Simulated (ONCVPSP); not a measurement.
**Configuration tests for O (Z = 8) (ONCV)**

```json
{
  "Element": "O",
  "Generator": "ONCVPSP 4.0.1",
  "Type": "optimised norm-conserving Vanderbilt (ONCV)",
  "Functional": "PBEsol",
  "Relativity": "scalar-relativistic",
  "Frozen core": "[He]",
  "Valence charge": "6",
  "Reference configuration": "2s2 2p2.5 (charge +1.5)",
  "Partial waves": "2s: rc 0.75 bohr, ncon 3, nbas 7, qcut 8.1 1/bohr, 2 projectors, debl 1.5 Ha; 2p: rc 1.60 bohr, ncon 5, nbas 8, qcut 8.1 1/bohr, 3 projectors, debl 3.1 Ha",
  "Local potential": "polynomial inside 0.70 bohr (lpopt 4, dvloc0 4 Ha)",
  "Core correction": "polynomial model core, fcfact 0.55"
}
```

In the s channel the program set the typed energies aside and used -1.781, 0.250 Ha.

Energies are relative to the spin-unpolarised reference configuration 2s2 2p2.5; without spin polarisation the order of configurations can differ from experiment.

Give the all-electron excitation energy and the error of the potential for: 2s2 2p4; 2s2 2p3; 2s2 2p2; 2s2 2p3.5.

```
valence configuration  charge  ΔE all-electron (eV)  error AE − PS (meV)
              2s2 2p4       0               -30.754                  +98
              2s2 2p3      +1               -14.394                  +20
              2s2 2p2      +2                19.084                  +30
            2s2 2p3.5    +0.5               -24.500                  +60
```

Levels in the configuration 2s2 2p2:

```csv
level,all-electron (eV),pseudo (eV)
2s,-58.131,-58.089
2p,-43.111,-42.973
```
